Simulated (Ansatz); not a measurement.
Species: AlOF, net charge 1, doublet state. SMILES of the parent species: [O]=[Al][F]

Atoms: Al1, O2, F3. Bonds: Al1-O2, Al1-F3.

Bond lengths (Å) and angles (degrees) optimised at HF/STO-3G with Ansatz (an electronic-structure program); HF/3-21G with Ansatz; B3LYP/LANL2DZ with Ansatz; MP2/6-31G* with Ansatz, each started from the B3LYP-D3(BJ)/def2-TZVP structure (Ansatz) of the last column. A row stands for all coordinates that are equal there. 6-31G* holds six Cartesian d functions. No wavenumbers were computed at HF/STO-3G, B3LYP/LANL2DZ, MP2/6-31G*, so these may be saddle points.

```json
[
 {"coordinate": "Al1-O2", "HF/STO-3G": "1.728", "HF/3-21G": "1.755", "B3LYP/LANL2DZ": "1.787", "MP2/6-31G*": "1.722", "B3LYP-D3(BJ)/def2-TZVP": "1.705"},
 {"coordinate": "Al1-F3", "HF/STO-3G": "1.582", "HF/3-21G": "1.617", "B3LYP/LANL2DZ": "1.663", "MP2/6-31G*": "1.606", "B3LYP-D3(BJ)/def2-TZVP": "1.595"},
 {"coordinate": "O2-Al1-F3", "HF/STO-3G": "180.0", "HF/3-21G": "180.0", "B3LYP/LANL2DZ": "180.0", "MP2/6-31G*": "180.0", "B3LYP-D3(BJ)/def2-TZVP": "180.0"}
]
```

Mean signed difference of all 2 bond lengths from B3LYP-D3(BJ)/def2-TZVP: HF/STO-3G 0.005 Å, HF/3-21G 0.036 Å, B3LYP/LANL2DZ 0.075 Å, MP2/6-31G* 0.014 Å.
